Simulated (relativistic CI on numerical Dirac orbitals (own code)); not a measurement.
Cu³⁺ in a cubic cluster: 2p photoemission with charge transfer

Computed with a charge-transfer multiplet model of a cubic metal-ligand cluster with up to 2 ligand holes, Slater and spin-orbit integrals from Dirac-Coulomb-Breit ions, Slater integrals scaled by 0.8. The ground state mixes d8 with configurations of k ligand holes L, whose averages lie at kΔ + k(k − 1)U_dd/2; a core hole lowers each added d electron by U_cd. 300 K, Lorentzian 0.6 eV and Gaussian 0.8 eV FWHM.

Atomic integrals in eV (Slater integrals scaled, ζ unscaled), ground: F2dd 11.066, F4dd 6.905, zeta_d 0.110; with the core hole: F2dd 12.413, F4dd 7.786, zeta_d 0.150, zeta_core 13.370, F2cd 7.564, G1cd 5.867, G3cd 3.340.

Cluster parameters (eV): U_dd = 8.5, U_cd = 9.7, 10Dq = 0.75, 10Dq(ligand) = 0.2, V(eg) = 2.4, V(t2g) = -1.3, final-state hopping factor = 0.8.

| Case | n_d | d8 | d9L | d10L2 | S |
| --- | --- | --- | --- | --- | --- |
| Δ = 0.1 eV | 8.47 | 0.56 | 0.42 | 0.03 | 1.00 |
| Δ = 2.1 eV | 8.31 | 0.70 | 0.29 | 0.01 | 1.00 |
| Δ = 3.1 eV | 8.25 | 0.76 | 0.23 | 0.01 | 1.00 |
| Δ = 4.1 eV | 8.20 | 0.80 | 0.19 | 0.01 | 1.00 |
| Δ = 5.1 eV | 8.17 | 0.84 | 0.16 | 0.00 | 1.00 |

Weights, n_d and S are thermal averages at 300 K. Binding energies count from the first peak over 30 % of the highest in each spectrum, which can be another peak from case to case. The parameters are a model scan and need not match a compound or its usual spin state. Peaks in eV (height, largest 100):
- Δ = 0.1 eV: 0.0 (100), 6.2 (39), 10.4 (16), 11.6 (19), 12.6 (19), 15.5 (9), 20.4 (48), 25.8 (28), 32.9 (18)
- Δ = 2.1 eV: 0.0 (100), 6.0 (48), 9.4 (21), 10.4 (24), 13.2 (12), 20.5 (46), 26.2 (27), 30.7 (23)
- Δ = 3.1 eV: 0.0 (100), 3.1 (9), 6.1 (54), 9.6 (23), 12.2 (13), 20.5 (45), 26.5 (29), 29.9 (23), 31.9 (5)
- Δ = 4.1 eV: 0.0 (100), 5.9 (48), 9.3 (17), 11.4 (13), 20.5 (45), 26.7 (32), 29.4 (17), 31.1 (5)
- Δ = 5.1 eV: 0.0 (100), 5.3 (40), 6.2 (39), 10.8 (11), 20.6 (45), 26.9 (30), 29.5 (7)

For the case Δ = 2.1 eV, Δ = 2.1 eV is smaller than U_dd = 8.5 eV, the charge-transfer side of the Zaanen-Sawatzky-Allen scheme. With the core hole the configuration with one ligand hole lies at Δ − U_cd = -9.6, -7.6, -6.6, -5.6, -4.6 eV from the one without, in the order of the table; where this is negative the screened configuration lies lower.
